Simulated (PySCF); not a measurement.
# Assignment exercise: C$_{7}$H$_{11}$ClO

Numbering as in the mapped SMILES `[CH3:1]/[CH:2]=[C:3](\[C:4](=[O:5])[Cl:6])[CH:7]([CH3:8])[CH3:9]`; H(Xn) means a hydrogen on atom n.

PySCF 2.14.0 with density-fitted response routines calculation with structure optimised with PBE0-D3(BJ)/def2-SVP and shieldings: GIAO B97-2/pcSseg-1; equivalent nuclei averaged, gas phase, non-relativistic Hamiltonian, single conformer.

Referencing at the same level of theory: ¹³C and ¹H vs TMS.

(1) Assign these signals to the numbered atoms. ¹³C{¹H} NMR (computed): δ 176.0, 150.8, 137.7, 42.8, 23.2, 19.0.

(2) Assign these signals to the numbered atoms. ¹H NMR (500 MHz, computed): δ 5.84 (q, 1H), 2.14 (sept, 1H), 2.07 (d, 3H), 1.18 (d, 6H).

## Answers

(1) 
176.0 → C4, carbonyl carbon
150.8 → C3, α carbon of a C=C–C=O unit: an sp2 carbon of a C=C bond
137.7 → C2, β carbon of a C=C–C=O unit: conjugation with the carbonyl draws π density from the β position
42.8 → C7, allylic sp3 CH: aliphatic region, no heteroatom directly attached
23.2 → C8/C9, methyl carbon: aliphatic region, no heteroatom directly attached
19.0 → C1, allylic methyl carbon: a saturated carbon with 1 carbon neighbour and no heteroatom attached

(2) 
5.84 → H(C2), hydrogen on a β carbon of a C=C–C=O unit: attached to an sp2 carbon and in the plane of the double bond
2.14 → H(C7), hydrogen on an allylic sp3 CH: allylic position
2.07 → H(C1), hydrogen on an allylic methyl carbon: allylic position
1.18 → H(C8)/H(C9), hydrogen on a methyl carbon

H(C7) and H(C1) lie closer than the usual error of such a calculation, so a measured spectrum could show them in the other order.

Carbons that carry Cl, above all several Cl atoms, come out too deshielded, partly because spin–orbit coupling is missing. Shifts are as computed. Against solution values, carbons near 30 ppm lie about +1 ppm off and those near 130 ppm about +2 ppm. Of 1313 compounds with measured shifts, 239 miss one by over three times the rms of a fit or turn the order of signals round; such compounds aren't used in these exercises. Multiplicities follow the n + 1 count of equivalent neighbours, as no J values were calculated; m marks all less simple cases, F and P coupling included.
